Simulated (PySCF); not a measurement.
PySCF input file for C₃H₅, SMILES [CH]=CC, multiplicity 2, PBE0/pcH-1. The structure is a stationary point at B3LYP-D3(BJ)/def2-TZVP. The isomer is the one that the SMILES or the coordinates give; other isomers of the formula were not compared.

```python
import numpy as np
from pyscf import gto, scf, dft
from pyscf.prop.hfc import uks as hfc
from pyscf.prop.gtensor import uks as gtensor

mol = gto.M(
    atom='''
    C    -0.31616977   -1.30993080    0.00000000
    C     0.38823479   -0.21214338   -0.00000000
    C    -0.15333164    1.18998627   -0.00000000
    H    -0.14445154   -2.37416805    0.00000000
    H     1.48050754   -0.29877825   -0.00000000
    H     0.19691164    1.73680699    0.87927487
    H    -1.24227953    1.19185978   -0.00000000
    H     0.19691164    1.73680699   -0.87927486
    ''',
    basis='pcH-1',
    charge=0,
    spin=1,
    max_memory=1600,
    verbose=3,
)
mf = dft.UKS(mol, xc='pbe0')
mf.grids.level = 3
mf.conv_tol = 1e-10
mf.max_cycle = 100
mf.kernel()
fine, coarse = mf.grids, dft.Grids(mol).set(level=1).build(with_non0tab=True)
for _ in range(3):  # follow internal instabilities
    mf.grids = coarse
    mo, _, stable, _ = mf.stability(return_status=True, nroots=4)
    mf.grids = fine
    if stable:
        break
    mf.kernel(mf.make_rdm1(mo, mf.mo_occ))
A = hfc.HFC(mf).make_fcdip(mf.make_rdm1())  # Fermi contact and dipolar terms, MHz
print('atom   A(iso)/MHz   principal dipolar parts/MHz')
for i, a in enumerate(A):
    w = np.linalg.eigvalsh((a + a.T) / 2)
    print(f'{mol.atom_symbol(i):2s}{i + 1:3d} {w.mean():12.2f}', (w - w.mean()).round(2))
gt = gtensor.GTensor(mf)
gt.dia_soc2e, gt.para_soc2e, gt.so_eff_charge = None, None, True
gt.max_cycle_cphf = 60
g = gt.kernel()
```

Log of the run:

```

WARN: HOMO -0.203397105285935 >= LUMO -0.203397105285944

converged SCF energy = -117.078288282864  <S^2> = 0.76442292  2S+1 = 2.0143713
<class 'pyscf.dft.uks.UKS'> wavefunction is stable in the internal stability analysis
atom   A(iso)/MHz   principal dipolar parts/MHz
C   1       305.74 [-83.4  -54.81 138.21]
C   2       -19.70 [-23.74   4.26  19.48]
C   3        57.27 [-4.28 -3.82  8.1 ]
H   4        31.68 [-31.5   -8.09  39.59]
H   5       162.28 [-5.63 -2.11  7.74]
H   6       -12.54 [-2.57 -2.26  4.83]
H   7        -4.22 [-5.66 -2.7   8.36]
H   8       -12.54 [-2.57 -2.26  4.83]
SOC(1e)/OZ [-3.09045547e-05 -5.46146240e-04  5.17280673e-04]
free electron g 2.00231930436182
g-tensor total [2.00219327 2.0016802  2.00271795]
g-shift (ppt) [-0.12603524 -0.63910928  0.39864587]
```

The calculation finished and met its thresholds.

Cost: roughly 70 core-seconds.
